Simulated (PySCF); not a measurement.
Species: C8H10Cl2O.
SMILES with atom numbers: `[O:1]=[C:2]1[CH2:3][CH2:4][C@@H:5]([CH2:6]/[C:7]([Cl:8])=[CH:9]/[Cl:10])[CH2:11]1` (hydrogens: H12, H13 on C3; H14, H15 on C4; H16 on C5; H17, H18 on C6; H19 on C9; H20, H21 on C11)

Computed, not measured: PBE0-D3(BJ)/def2-SVP geometry optimisation, gas phase in PySCF.

Task: What internal coordinates does the optimisation give?

Result: 
```json
{"bond": "O1=C2", "length (pm)": "120.1"}
{"bond": "C2–C3", "length (pm)": "152.3"}
{"bond": "C3–C4", "length (pm)": "152.4"}
{"bond": "C4–C5", "length (pm)": "153.6"}
{"bond": "C5–C6", "length (pm)": "152.5"}
{"bond": "C6–C7", "length (pm)": "149.6"}
{"bond": "C7–Cl8", "length (pm)": "173.0"}
{"bond": "C7=C9", "length (pm)": "133.8"}
{"bond": "C9–Cl10", "length (pm)": "171.3"}
{"bond": "C5–C11", "length (pm)": "152.6"}
{"bond": "C2–C11", "length (pm)": "152.4"}
{"bond": "C3–H12", "length (pm)": "109.9"}
{"bond": "C3–H13", "length (pm)": "110.5"}
{"bond": "C4–H14", "length (pm)": "109.9"}
{"bond": "C4–H15", "length (pm)": "110.5"}
{"bond": "C5–H16", "length (pm)": "110.5"}
{"bond": "C6–H17", "length (pm)": "110.3"}
{"bond": "C6–H18", "length (pm)": "110.4"}
{"bond": "C9–H19", "length (pm)": "109.2"}
{"bond": "C11–H20", "length (pm)": "110.6"}
{"bond": "C11–H21", "length (pm)": "109.9"}
```

A selection of angles:
```json
{"angle": "O1–C2–C3", "degrees": "126.0"}
{"angle": "O1–C2–C11", "degrees": "125.9"}
{"angle": "C3–C2–C11", "degrees": "108.1"}
{"angle": "C2–C3–C4", "degrees": "104.9"}
{"angle": "C2–C3–H12", "degrees": "111.0"}
{"angle": "C2–C3–H13", "degrees": "106.7"}
{"angle": "C4–C3–H12", "degrees": "116.0"}
{"angle": "C4–C3–H13", "degrees": "111.2"}
{"angle": "H12–C3–H13", "degrees": "106.8"}
{"angle": "C3–C4–C5", "degrees": "104.0"}
{"angle": "C3–C4–H14", "degrees": "113.8"}
{"angle": "C3–C4–H15", "degrees": "110.3"}
{"angle": "C5–C4–H14", "degrees": "112.4"}
{"angle": "C5–C4–H15", "degrees": "109.3"}
{"angle": "H14–C4–H15", "degrees": "107.1"}
{"angle": "C4–C5–C6", "degrees": "114.5"}
{"angle": "C4–C5–C11", "degrees": "103.6"}
{"angle": "C4–C5–H16", "degrees": "107.8"}
{"angle": "C6–C5–C11", "degrees": "114.4"}
{"angle": "C6–C5–H16", "degrees": "107.8"}
{"angle": "C11–C5–H16", "degrees": "108.3"}
{"angle": "C5–C6–C7", "degrees": "113.4"}
{"angle": "C5–C6–H17", "degrees": "109.6"}
{"angle": "C5–C6–H18", "degrees": "109.5"}
{"angle": "C7–C6–H17", "degrees": "108.3"}
{"angle": "C7–C6–H18", "degrees": "108.9"}
{"angle": "H17–C6–H18", "degrees": "107.0"}
{"angle": "C6–C7–Cl8", "degrees": "115.4"}
{"angle": "C6–C7–C9", "degrees": "123.7"}
{"angle": "Cl8–C7–C9", "degrees": "120.9"}
{"angle": "C7–C9–Cl10", "degrees": "124.8"}
{"angle": "C7–C9–H19", "degrees": "120.4"}
{"angle": "Cl10–C9–H19", "degrees": "114.8"}
{"angle": "C5–C11–H20", "degrees": "110.9"}
{"angle": "C5–C11–H21", "degrees": "115.8"}
{"angle": "C2–C11–C5", "degrees": "104.9"}
{"angle": "C2–C11–H20", "degrees": "106.8"}
{"angle": "C2–C11–H21", "degrees": "111.2"}
{"angle": "H20–C11–H21", "degrees": "107.0"}
```

Dihedral angles: O1–C2–C3–C4 168° (antiperiplanar); C2–C3–C4–C5 31° (synclinal); C3–C4–C5–C6 -164° (antiperiplanar); C4–C5–C6–C7 -59° (synclinal); C5–C6–C7–Cl8 -61° (synclinal); C6–C7–C9–Cl10 -179° (antiperiplanar); C4–C5–C11–C2 31° (synclinal); O1–C2–C11–C5 168° (antiperiplanar).

Of the pairs four or more bonds apart, Cl8···H16 is among the closest relative to their van der Waals radii: 2.81 Å, 95 % of the sum of Bondi's values. The 8 C–C bonds span 1.338 Å (C7=C9, drawn double) to 1.536 Å (C4–C5, drawn single), a spread of 0.198 Å. The 5-membered ring C2–C3–C4–C5–C11 has internal angles of 103.6° to 108.1°; it is puckered, 0.17 Å rms from its mean plane, widest ring torsion 39°.

Point group: C1 (no symmetry element, even within 0.4 Å). Not checked by PBE0-D3(BJ)/def2-SVP frequencies. One conformer, not necessarily the lowest.

The run took about 5 min of CPU time (one thread, shared machine). That covers the optimisation of the geometry.
